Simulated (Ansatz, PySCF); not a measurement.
This PySCF input computes a PBE0/def2-TZVPD energy:

```python
from pyscf import gto, scf, dft

mol = gto.M(
    atom='''
    Cl    1.80969569    0.20681023   -0.06841013
    C     0.58736996   -0.91028273   -0.03211358
    C    -0.71795300   -0.91441135    0.01870081
    Cl   -1.68728524    0.54456140    0.07125901
    H    -1.29747925   -1.82515317    0.03204563
    ''',
    basis='def2-tzvpd',
    charge=0,
    spin=1,
    verbose=4,
)

mf = dft.UKS(mol, xc='pbe0').density_fit(auxbasis='def2-universal-jkfit')
mf.grids.level = 3
mf.conv_tol = 1e-9
mf.max_cycle = 100
mf.max_memory = 1500
mf.kernel()
if not mf.converged:
    mf = mf.newton()
    mf.kernel(mf.make_rdm1())
for _ in range(2):
    mo, _, stable, _ = mf.stability(return_status=True)
    if stable:
        break
    mf.kernel(mf.make_rdm1(mo, mf.mo_occ))
mf.analyze()
```

Write an input for the same energy in Ansatz (a program for electronic structure) and say what it gives.


Ansatz 0.2 input:
```yaml
crystal:
  periodic: [false, false, false]
  atoms:
    - {symbol: Cl, position_ang: [1.80969569, 0.20681023, -0.06841013]}
    - {symbol: C, position_ang: [0.58736996, -0.91028273, -0.03211358]}
    - {symbol: C, position_ang: [-0.71795300, -0.91441135, 0.01870081]}
    - {symbol: Cl, position_ang: [-1.68728524, 0.54456140, 0.07125901]}
    - {symbol: H, position_ang: [-1.29747925, -1.82515317, 0.03204563]}
basis:
  gaussian:
    orbitals: def2-TZVPD
hamiltonian:
  xc: {name: PBE0}
magnetization: {spin_polarized: true, initial_magnetization: 1}
output: {forces: true}
```
It gives -996.77072 Eh, and PySCF -996.77074 Eh, a difference of 0.02 mEh, from the treatment of integrals and grids.

It need not be the lowest isomer of its formula.
